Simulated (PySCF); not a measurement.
Structure problem from calculated spectra and properties.

Elements present: C, F, H and N. Monoisotopic mass: 133.0703 u.

| Property | Result |
| --- | --- |
| 1H NMR | chemical shifts (computed TMS as zero) by class: 5.33 (1 H), 2.40 (1 H), 1.79 (1 H), 1.25 (1 H), 0.84 (1 H), 0.62 (1 H), 0.50 (1 H), 0.04 (1 H), -0.74 (1 H) ppm [GIAO PBE/pcSseg-1] |
| NMR, other nuclei | isotropic shieldings of nuclei other than C and H, by class: 243 (1 N), 284 (1 F), 289 (1 F) ppm [GIAO PBE/pcSseg-1] |
| Triplet | lowest triplet excitation (Tamm–Dancoff): 6.63 eV [TDA CAM-B3LYP/def2-SVPD] |
| 13C NMR | chemical shifts (computed TMS as zero) by class: 130.5 (1 C), 26.8 (1 C), 26.1 (1 C), 26.0 (1 C), 10.2 (1 C), 4.4 (1 C) ppm [GIAO PBE/pcSseg-1] |
| Rotational structure | rotational constants A, B, C: 2.231, 1.423, 1.160 GHz [PBE0-D3(BJ)/def2-SVP] |
| UV, first state | lowest singlet excitation: 6.88 eV (180 nm, f = 0.005) [TDDFT CAM-B3LYP/def2-SVPD] |
| Dipole | 1.19 D [CAM-B3LYP/def2-SVPD] |
| XPS | C1s 290.7, C1s 290.8, C1s 291.0, C1s 291.4, C1s 291.6, C1s 295.4, N1s 405.1, F1s 692.9, F1s 692.9 eV [ΔSCF SCAN, pcX-2 on the ionised atom, pcseg-1 elsewhere, spin-free X2C] |

Gas-phase values; electronic properties from PySCF, density fitting. Levels stand in brackets. Isolated species at its PBE0-D3(BJ)/def2-SVP geometry (one conformer only). Each NMR value is the plain mean over a class of atoms that symmetry, rotation or inversion makes alike.

Q: Which formula fits the mass and the elements?

A: C6H9F2N (calculated 133.0703). No other formula that holds each of these elements comes within 0.0003 u with a fitting electron parity and a possible valence count.

Q: Give a SMILES that accounts for the data.

A: Numbering: `[F:1][CH:2]([F:3])[C:4]1([C@H:5]2[CH2:6][NH:7]2)[CH2:8][CH2:9]1`. Its formula, C6H9F2N, gives 2 degrees of unsaturation: 2 rings and 0 π bonds in the structure found. 6 carbons fall into 6 classes; from least to most shielded: CHF2 carbon [C2] (130.5 ppm), three-membered-ring carbon [C4] (26.8 ppm), ring sp3 carbon bound to nitrogen [C6] (26.1 ppm), ring sp3 carbon bound to nitrogen [C5] (26.0 ppm), three-membered-ring carbon [C9] (10.2 ppm), three-membered-ring carbon [C8] (4.4 ppm). Hydrogen classes from least to most shielded: 1 H on a CHF2 carbon, C2 (5.33 ppm), 1 H on an sp3 carbon bound to nitrogen, C5 (2.40 ppm), 1 H on an sp3 carbon bound to nitrogen, C6 (1.79 ppm), 1 H on an sp3 carbon bound to nitrogen, C6 (1.25 ppm), 1 H on a three-membered-ring carbon, C8 (0.84 ppm), 1 H on a three-membered-ring carbon, C9 (0.62 ppm), 1 H on a three-membered-ring carbon, C9 (0.50 ppm), 1 H on a three-membered-ring carbon, C8 (0.04 ppm), 1 H on a secondary amine nitrogen, N7 (-0.74 ppm). The other shieldings belong to: 243 ppm, secondary amine nitrogen [N7]; 284 ppm, fluorine of a CF2 group [F3]; 289 ppm, fluorine of a CF2 group [F1]. The core levels belong to: C1s 290.7 eV, three-membered-ring carbon [C8]; C1s 290.8 eV, three-membered-ring carbon [C9]; C1s 291.0 eV, three-membered-ring carbon [C4]; C1s 291.4 eV, sp3 carbon bound to nitrogen [C6]; C1s 291.6 eV, sp3 carbon bound to nitrogen [C5]; C1s 295.4 eV, CHF2 carbon [C2]; N1s 405.1 eV, secondary amine nitrogen [N7]; F1s 692.9 eV, fluorine of a CF2 group [F3]; F1s 692.9 eV, fluorine of a CF2 group [F1]. The optimised geometry has point group C1 and is an asymmetric top. Structure: `FC(F)C1([C@H]2CN2)CC1`. Computed isomers that give other values at the same levels: `C[C@@H]1CN=C(C(F)F)C1` (rotational constant A: 3.116 GHz; this holds for the one conformer computed); `C=C(F)/C(F)=C\N(C)C` (rotational constant A: 2.649 GHz; this holds for the one conformer computed). The assignments are read from this structure; whether some other isomer fits the data as well wasn't checked. The mirror image fits equally.

Conformer computed: `[F:1][CH:2]([F:3])[C:4]1([C@H:5]2[CH2:6][NH:7]2)[CH2:8][CH2:9]1`: F1–C2–C4–C5 57°, C2–C4–C5–C6 91°.
